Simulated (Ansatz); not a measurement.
# Molecular dynamics of CH6ClFGe

The input (input.yaml):

```yaml
crystal:
  periodic: [false, false, false]
  atoms:
    - { symbol: Ge, position_ang: [-0.467781, 0.409722, -0.504846] }
    - { symbol: F, position_ang: [1.509813, 1.035128, -0.956873] }
    - { symbol: H, position_ang: [-0.45886, 0.176922, -2.047915] }
    - { symbol: H, position_ang: [-1.672371, 1.339545, -0.208991] }
    - { symbol: C, position_ang: [-0.311043, -1.285837, 0.440679] }
    - { symbol: H, position_ang: [1.537331, 1.444703, 0.03314] }
    - { symbol: Cl, position_ang: [0.680998, 1.709084, 1.42597] }
    - { symbol: H, position_ang: [-0.52519, -1.150845, 1.515542] }
    - { symbol: H, position_ang: [-1.014505, -2.013589, -0.012935] }
    - { symbol: H, position_ang: [0.721509, -1.664836, 0.31623] }
basis:
  gaussian: { orbitals: def2-SVP }
hamiltonian:
  xc: pbe
  dispersion: d4
md:
  timestep: 0.5
  n_steps: 200
  ensemble: nve
  temperature: 300.0
  initial_velocities: maxwell_boltzmann
  seed: 2310
```

Command:

```bash
$ ansatz run input.yaml --threads 2 --pin off --max-ram 3072MiB --backend cpu --events-out ev --progress --plain --runs-dir out
```

It starts at the highest image of a converged band, a first-order saddle point between two minima.

Output, in part (step lines, the closing report, with atoms numbered from 0):

```
md step     0: t =     0.00 fs  T =   300.0 K  F+E_penalty+E_count = -72861.14114179 eV  E_kin = 0.310224 eV  conserved = -72860.83091779 eV  (27 SCF iters)
md step     1: t =     0.50 fs  T =   296.3 K  F+E_penalty+E_count = -72861.13730232 eV  E_kin = 0.306405 eV  conserved = -72860.83089778 eV  (29 SCF iters)
md step     2: t =     1.00 fs  T =   285.5 K  F+E_penalty+E_count = -72861.12600345 eV  E_kin = 0.295199 eV  conserved = -72860.83080405 eV  (29 SCF iters)
md step     3: t =     1.50 fs  T =   269.0 K  F+E_penalty+E_count = -72861.10881144 eV  E_kin = 0.278154 eV  conserved = -72860.83065772 eV  (29 SCF iters)
md step     4: t =     2.00 fs  T =   249.1 K  F+E_penalty+E_count = -72861.08811450 eV  E_kin = 0.257625 eV  conserved = -72860.83048948 eV  (29 SCF iters)
md step     5: t =     2.50 fs  T =   228.5 K  F+E_penalty+E_count = -72861.06664189 eV  E_kin = 0.236311 eV  conserved = -72860.83033094 eV  (29 SCF iters)
md step     6: t =     3.00 fs  T =   209.6 K  F+E_penalty+E_count = -72861.04694754 eV  E_kin = 0.216735 eV  conserved = -72860.83021282 eV  (29 SCF iters)
md step     7: t =     3.50 fs  T =   194.1 K  F+E_penalty+E_count = -72861.03091903 eV  E_kin = 0.200760 eV  conserved = -72860.83015943 eV  (29 SCF iters)
[... lines left out ...]
Total energy: -72861.51942455 eV, -2677.6114515404 hartree
Atom 0 at    -0.527678     0.445882    -0.347244 Å, force    -0.865998     0.183423     0.008650 eV/Å
Atom 1 at     1.967263     1.142411    -1.138763 Å, force     0.792447     0.851439     1.237376 eV/Å
Atom 2 at     0.008318     0.413250    -1.776829 Å, force    -0.219036     0.334420    -0.202456 eV/Å
Atom 3 at    -1.946444     1.131455    -0.182187 Å, force     0.360779    -0.364543    -0.171291 eV/Å
Atom 4 at    -0.326590    -1.305473     0.392740 Å, force     0.120180    -0.812255     0.553178 eV/Å
Atom 5 at     1.934902     1.580606    -0.248958 Å, force    -0.059465    -0.800481    -1.439964 eV/Å
Atom 6 at     0.547782     1.585072     1.221489 Å, force     0.254922     0.585906     0.329868 eV/Å
Atom 7 at    -0.879884    -1.411943     1.342585 Å, force    -0.019356     0.046788     0.115672 eV/Å
Atom 8 at    -0.708777    -2.066461    -0.298890 Å, force    -0.152518    -0.269878    -0.300124 eV/Å
Atom 9 at     0.744079    -1.547194     0.594307 Å, force    -0.211954     0.245181    -0.130909 eV/Å
Dipole moment:    -0.223006    -0.241729     0.018469 e Å
```

The steps, from the saved trajectory:

| time (fs) | T (K) | potential energy less start (eV) | conserved less start (meV/atom) |
| --- | --- | --- | --- |
| 0.0 | 300 | 0.000 | 0.00 |
| 3.0 | 210 | 0.094 | 0.07 |
| 6.0 | 162 | 0.143 | 0.03 |
| 9.0 | 109 | 0.198 | 0.06 |
| 12.0 | 89 | 0.219 | 0.06 |
| 15.0 | 132 | 0.174 | 0.06 |
| 18.0 | 181 | 0.124 | 0.02 |
| 21.0 | 149 | 0.157 | 0.06 |
| 24.0 | 161 | 0.144 | 0.04 |
| 27.0 | 120 | 0.187 | 0.05 |
| 30.0 | 90 | 0.218 | 0.08 |
| 33.0 | 160 | 0.145 | 0.02 |
| 36.0 | 169 | 0.137 | 0.08 |
| 39.0 | 256 | 0.045 | 0.01 |
| 42.0 | 247 | 0.056 | 0.04 |
| 45.0 | 165 | 0.140 | 0.06 |
| 48.0 | 134 | 0.172 | 0.05 |
| 51.0 | 104 | 0.204 | 0.07 |
| 54.0 | 157 | 0.148 | 0.03 |
| 57.0 | 182 | 0.123 | 0.05 |
| 60.0 | 200 | 0.103 | 0.05 |
| 63.0 | 206 | 0.098 | 0.04 |
| 66.0 | 208 | 0.095 | 0.02 |
| 69.0 | 172 | 0.133 | 0.07 |
| 72.0 | 234 | 0.069 | 0.04 |
| 75.0 | 297 | 0.004 | 0.05 |
| 78.0 | 382 | -0.085 | -0.01 |
| 81.0 | 381 | -0.083 | 0.08 |
| 84.0 | 447 | -0.152 | -0.02 |
| 87.0 | 425 | -0.129 | 0.09 |
| 90.0 | 478 | -0.184 | 0.02 |
| 93.0 | 501 | -0.207 | 0.05 |
| 96.0 | 562 | -0.270 | 0.10 |
| 99.0 | 673 | -0.386 | -0.01 |

All steps were run. The conserved energy stayed within 0.11 meV per atom of its start (net change 0.05 meV per atom), so the integration is sound. A run of 0.1 ps of so small a system gives no equilibrium averages. The orbitals stay closed-shell, which can raise the energy where a bond breaks towards radicals; this wasn't checked here.

The step under study would form Ge1–Cl7, F2–H6 and break Ge1–F2, H6–Cl7. These pairs go: Ge1–Cl7 2.60 → 2.22 Å, F2–H6 1.07 → 0.99 Å, Ge1–F2 2.12 → 2.71 Å, H6–Cl7 1.66 → 2.02 Å. In the last frame they stand as after the step (other bonds may differ from the relaxed reactants and products). It ends as CH5ClGe + FH. Pairs count as bonded within 1.25 times the sum of covalent radii (0.12 Å more for H–H).

Last frame:

```xyz
10
Properties=species:S:1:pos:R:3
Ge -0.528 0.446 -0.347
F 1.967 1.142 -1.139
H 0.008 0.413 -1.777
H -1.946 1.131 -0.182
C -0.327 -1.306 0.393
H 1.935 1.581 -0.249
Cl 0.548 1.585 1.222
H -0.880 -1.412 1.343
H -0.709 -2.067 -0.299
H 0.744 -1.547 0.594
```

The run took 5.3 min on 2 threads of Arm Neoverse V2 (shared host), peak memory 0.14 GiB.
